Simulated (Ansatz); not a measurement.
Reaction (β-hydride elimination): `CCBN[SiH3]` → `BN[SiH3]` + ethylene

Program: Ansatz. Geometries: PBE0-D4/def2-TZVP. ΔE: electronic, gas phase. CBS: MP2 limit from def2 TZ/QZ plus the TZ coupled-cluster correction, frozen cores. This one scheme is used for every species. Functionals use def2-TZVPP. One conformer a species, not always the lowest.

| species | PBE-D4 energy (Eh) |
| --- | --- |
| `CCBN[SiH3]` | -451.07538 |
| `BN[SiH3]` | -372.51398 |
| `C=C` | -78.50351 |

Q: Work out ΔE.

A: ΔE = (-372.51398) + (-78.50351) − (-451.07538) = 0.05789 Eh = +1.58 eV. CCSD(T)/CBS gives +1.47 eV.

Largest T1 diagnostic among the species: 0.012.

The D4 term adds +0.13 eV with B3LYP and +0.07 eV with PBE0; it sums over pairs of atoms, weighted by their polarisabilities, and B3LYP, whose exchange is more repulsive, gets the larger term. From PBE to PBE0 (25 % exact exchange), in def2-TZVPP and without D4, ΔE moves by +0.11 eV. In def2-TZVPP, CCSD(T) changes the Hartree–Fock value by +0.27 eV (the triples alone add +0.01 eV) and MP2 by +0.38 eV.

B3LYP here is the variant with VWN-RPA as its local correlation; programs differ in this.
